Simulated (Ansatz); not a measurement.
`C=C[NH][GaH2]` + `B[SeH]` → `B[Se]C=C` + `[NH2][GaH2]` at 400 K and 1 bar (substitution at a C–N bond).

Computed with Ansatz on PBE0-D4/def2-TZVP structures; ΔE is electronic, products minus reactants. CCSD(T)/CBS adds triple-zeta CCSD(T) − MP2 to the extrapolated MP2 energy (def2 sets, frozen cores). For Ga, Se outer-core shells are correlated without core-valence functions, which leaves a few kJ/mol of doubt a bond. Scalar relativity is left out up to krypton. One conformer a species, not always the lowest.

| species | CCSD(T)/CBS energy (Eh) | H − E (kJ/mol) | S (J/(mol·K)) |
| --- | --- | --- | --- |
| `C=C[NH][GaH2]` | -2058.33990 | 220.0 | 350.7 |
| `B[SeH]` | -2427.30556 | 92.7 | 274.3 |
| `B[Se]C=C` | -2504.59221 | 194.5 | 344.9 |
| `[NH2][GaH2]` | -1981.05479 | 122.4 | 284.4 |

H − E and S are ideal-gas, rigid-rotor, harmonic terms from PBE0-D4/def2-TZVP, for one conformer and one mirror image of each species. 1 Eh = 2625.50 kJ/mol, R = 8.31446 J/(mol·K).

By hand: ΔE, ΔH, ΔS and ΔG.

ΔE = (-2504.59221) + (-1981.05479) − (-2058.33990) − (-2427.30556) = -0.00154 Eh = -4.0 kJ/mol. Δ(H − E) = 194.5 + 122.4 − 220.0 − 92.7 = 4.2, so ΔH = 0.2 kJ/mol. ΔS = 344.9 + 284.4 − 350.7 − 274.3 = 4.3 J/(mol·K). ΔG = 0.2 − 400 × (4.3)/1000 = -1.5 kJ/mol.

By hand: the equilibrium constant, and the temperature at which ΔG would vanish if ΔH and ΔS stayed fixed.

log₁₀ K = −ΔG/(RT ln 10) = 0.2. ΔG = 0 at ΔH/ΔS = 47 K, though so small a ΔH makes that figure unsure.

TΔS isn't small against ΔH here. The sign of ΔG lies within the doubt. A doubt of 5 kJ/mol in ΔE shifts log₁₀ K by 0.7 here. Other conformers and mirror images would add mixing entropy, several J/(mol·K) or more a flexible species. These are equilibria of isolated gas molecules and say nothing of rates. Largest T1 diagnostic: 0.014 (customary marks: 0.02 for closed shells, 0.045 for open ones).
